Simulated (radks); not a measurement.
Values are calculated unless marked as measured or tabulated.
These are the eigenvalues of the occupied orbitals of an atom or ion with whole-number occupations (eV). Level of theory: scalar-relativistic Kohn-Sham, Slater X-alpha with alpha = 1.025, spin-polarised, spherical densities, finite nucleus; Fermi nuclear charge, rms radius of each element as measured or else 0.836 A^(1/3) + 0.57 fm (a radial shooting solver on a logarithmic mesh with Libxc functionals).

1s up: -47097.77
1s down: -47097.61
2s up: -7874.688
2s down: -7874.512
2p up: -7058.935
2p down: -7058.749
3s up: -1860.701
3s down: -1857.459
3p up: -1604.142
3p down: -1600.929
3d up: -1255.586
3d down: -1253.069
4s up: -497.4421
4s down: -490.2353
4p up: -411.7217
4p down: -404.5519
4d up: -290.4299
4d down: -283.2671
5s up: -177.3348
5s down: -170.7686
4f up: -155.9588
5p up: -150.5924

Which element is it, and in what charge state? The configuration may be excited. Open shells, if any, are filled with parallel spins first.

Answer. Z = 62, samarium, charge +9: Sm9+ in [Kr] 4d10 4f4 5s2 5p1. The list shows which subshells hold electrons but not how many an open one holds; the 1s level, -1730.8 hartree, gives Z - s = 58.8 by -(Z - s)^2/2, which with screening and relativity narrows Z to a few neighbours, and the depths of the outer levels then fix element, charge and occupations together.
